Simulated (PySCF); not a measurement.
Structure problem from calculated spectra and properties.

Elements present: Al, C, H and N. Monoisotopic mass: 155.1255 u.

| Item | Value |
| --- | --- |
| 1H NMR | chemical shifts (computed TMS as zero) by class: 5.71 (1 H), 5.42 (1 H), 5.37 (1 H), 3.72 (1 H), 3.68 (1 H), 2.35 (3 H), 2.09 (1 H), 2.03 (3 H), 1.89 (1 H), 1.71 (1 H), 1.49 (1 H), 0.85 (1 H), -0.16 (1 H), -0.19 (1 H) ppm [GIAO HF/pcSseg-1] |
| 13C NMR | chemical shifts (computed TMS as zero) by class: 145.1 (1 C), 126.1 (1 C), 59.1 (1 C), 41.5 (1 C), 34.1 (1 C), 29.4 (1 C), 25.2 (1 C), -3.7 (1 C) ppm [GIAO HF/pcSseg-1] |
| NMR, other nuclei | isotropic shieldings of nuclei other than C and H, by class: 240 (1 N), 432 (1 Al) ppm [GIAO HF/pcSseg-1] |
| Rotational structure | rotational constants A, B, C: 1.765, 0.746, 0.618 GHz [PBE0-D3(BJ)/def2-SVP] |
| Dipole | 4.70 D [HF/pcSseg-1] |

Electronic properties: PySCF, gas phase, density fitting. Levels stand in brackets. One conformer (not necessarily the lowest) at the PBE0-D3(BJ)/def2-SVP geometry, without solvent, vibrations or thermal averaging. NMR classes are plain means over equivalent atoms (diastereotopic ones count apart unless rotation or inversion swaps them), as if these changed places fast.

Task: Which formula fits the mass and the elements?

Result: C8H18AlN (calculated 155.1255). No other formula that holds each of these elements comes within 0.0003 u with a fitting electron parity and a possible valence count.

Task: Give a SMILES that accounts for the data.

Result: Numbering: `[CH2:1]=[CH:2][CH2:3][C@@H:4]1[CH2:5][CH2:6][AlH2-:7][N+:8]1([CH3:9])[CH3:10]`. 8 carbons fall into 8 classes; from least to most shielded: alkene CH carbon [C2] (145.1 ppm), terminal =CH2 carbon [C1] (126.1 ppm), ring sp3 carbon bound to nitrogen [C4] (59.1 ppm), N-methyl carbon [C10] (41.5 ppm), N-methyl carbon [C9] (34.1 ppm), allylic carbon [C3] (29.4 ppm), ring CH2 carbon [C5] (25.2 ppm), ring CH2 carbon [C6] (-3.7 ppm). Hydrogen classes from least to most shielded: 1 H on an alkene CH carbon, C2 (5.71 ppm), 1 H on a terminal =CH2 carbon, C1 (5.42 ppm), 1 H on a terminal =CH2 carbon, C1 (5.37 ppm), 1 H on an aluminium bonded to C, N and 2 H, Al7 (3.72 ppm), 1 H on an aluminium bonded to C, N and 2 H, Al7 (3.68 ppm), 3 H on an N-methyl carbon, C10 (2.35 ppm), 1 H on an allylic carbon, C3 (2.09 ppm), 3 H on an N-methyl carbon, C9 (2.03 ppm, a mean of values up to 0.7 ppm apart in this geometry), 1 H on a ring CH2 carbon, C5 (1.89 ppm), 1 H on an sp3 carbon bound to nitrogen, C4 (1.71 ppm), 1 H on an allylic carbon, C3 (1.49 ppm), 1 H on a ring CH2 carbon, C5 (0.85 ppm); 2 more classes are left out. The other shieldings belong to: 240 ppm, nitrogen bonded to Al and 3 C [N8]; 432 ppm, aluminium bonded to C, N and 2 H [Al7]. The optimised geometry has point group C1 and is an asymmetric top. Structure: `C=CC[C@@H]1C[CH2][AlH2-][N+]1(C)C`. The assignments are read from this structure; whether some other isomer fits the data as well wasn't checked. The mirror image fits equally.
